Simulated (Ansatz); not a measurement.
```yaml
crystal:
  periodic: [false, false, false]
  atoms:
    - {symbol: Ge, position_ang: [-1.826524, -3.685379, 1.629576]}
    - {symbol: Ge, position_ang: [1.462174, -3.736182, -1.553955]}
    - {symbol: Ge, position_ang: [-1.466045, 2.028258, -4.192325]}
    - {symbol: Ge, position_ang: [1.403412, -0.723821, -4.195886]}
    - {symbol: Ge, position_ang: [-1.373656, -0.943723, -1.323807]}
    - {symbol: Ge, position_ang: [-1.742835, 2.130754, 1.532582]}
    - {symbol: Ge, position_ang: [1.066100, -0.923506, 1.301302]}
    - {symbol: Ge, position_ang: [1.320869, 2.182598, -1.388396]}
    - {symbol: Ge, position_ang: [-1.543249, -0.726844, 4.356983]}
    - {symbol: Ge, position_ang: [1.263193, 2.090806, 4.123758]}
    - {symbol: Ge, position_ang: [4.098744, -0.762990, -1.285157]}
    - {symbol: Ge, position_ang: [-2.935109, -2.414171, -0.142466]}
    - {symbol: Ge, position_ang: [-2.771267, 0.649073, -2.642585]}
    - {symbol: Ge, position_ang: [-3.030395, 0.765856, 3.106947]}
    - {symbol: Ge, position_ang: [0.027126, -2.244559, -2.855514]}
    - {symbol: Ge, position_ang: [-0.300543, -2.224209, 2.865854]}
    - {symbol: Ge, position_ang: [2.650181, -2.269314, 0.000511]}
    - {symbol: Ge, position_ang: [-0.107552, 0.576233, -5.617556]}
    - {symbol: Ge, position_ang: [0.013444, 3.536850, -2.959682]}
    - {symbol: Ge, position_ang: [2.753200, 0.701423, -2.721989]}
    - {symbol: Al, position_ang: [-0.226212, 0.873095, 0.035682]}
    - {symbol: Ge, position_ang: [-0.304919, 3.544055, 2.931610]}
    - {symbol: Ge, position_ang: [2.503694, 0.704269, 2.531757]}
    - {symbol: Ge, position_ang: [0.069920, 0.589930, 5.643477]}
    - {symbol: H, position_ang: [-2.883712, -4.289465, 2.600681]}
    - {symbol: H, position_ang: [-1.034226, -4.861366, 0.989222]}
    - {symbol: H, position_ang: [2.471030, -4.466226, -2.488177]}
    - {symbol: H, position_ang: [0.629728, -4.809417, -0.796220]}
    - {symbol: H, position_ang: [-2.488634, 2.823960, -5.065723]}
    - {symbol: H, position_ang: [2.354438, -1.589873, -5.083300]}
    - {symbol: H, position_ang: [-2.741827, 3.087694, 0.804382]}
    - {symbol: H, position_ang: [2.267468, 3.158865, -0.617687]}
    - {symbol: H, position_ang: [-2.379261, -1.620634, 5.328475]}
    - {symbol: H, position_ang: [2.315550, 2.925117, 4.921690]}
    - {symbol: H, position_ang: [5.061274, -1.628266, -2.154240]}
    - {symbol: H, position_ang: [4.970623, 0.078200, -0.307104]}
    - {symbol: H, position_ang: [-3.561161, -3.394695, -1.179930]}
    - {symbol: H, position_ang: [-4.081990, -1.556421, 0.463426]}
    - {symbol: H, position_ang: [-3.804969, -0.231060, -3.417398]}
    - {symbol: H, position_ang: [-3.562503, 1.527498, -1.628553]}
    - {symbol: H, position_ang: [-4.105996, -0.087016, 2.372714]}
    - {symbol: H, position_ang: [-3.773794, 1.662245, 4.143034]}
    - {symbol: H, position_ang: [-0.930426, -3.065882, -3.778527]}
    - {symbol: H, position_ang: [0.670816, -3.111901, 3.711349]}
    - {symbol: H, position_ang: [3.495645, -3.109100, 1.011476]}
    - {symbol: H, position_ang: [-1.013073, -0.391159, -6.436731]}
    - {symbol: H, position_ang: [0.698875, 1.448476, -6.624509]}
    - {symbol: H, position_ang: [0.903239, 4.303023, -3.983965]}
    - {symbol: H, position_ang: [-0.848225, 4.584249, -2.193409]}
    - {symbol: H, position_ang: [3.726104, 1.518240, -3.633295]}
    - {symbol: H, position_ang: [0.512050, 4.540065, 2.056747]}
    - {symbol: H, position_ang: [-1.106439, 4.372240, 3.980952]}
    - {symbol: H, position_ang: [3.240682, 1.566552, 1.466411]}
    - {symbol: H, position_ang: [3.580004, -0.166106, 3.262524]}
    - {symbol: H, position_ang: [-0.664292, 1.420609, 6.737321]}
    - {symbol: H, position_ang: [1.079265, -0.356969, 6.357641]}
basis:
  gaussian: {orbitals: cc-pVDZ, fitting: {mean_field: def2-universal-jkfit}}
magnetization: {spin_polarized: true, initial_magnetization: 1}
hamiltonian: {xc: {name: wB97}}
kpoints: {mp_grid: {grid: [2, 2, 2]}}
output: {forces: true}
```

```sh
$ ansatz run in.yaml --threads 11 --pin off --events-out ev --progress --plain --max-ram 174080MiB --backend cuda --devices 0, --max-vram 75GiB
```

Task: Predict how Ansatz answers.

Result: The input was rejected before any iteration. The input holds a key that doesn't belong there.
```
Error: invalid value for `basis.gaussian`: such a run doesn't read kpoints; remove what it names
```
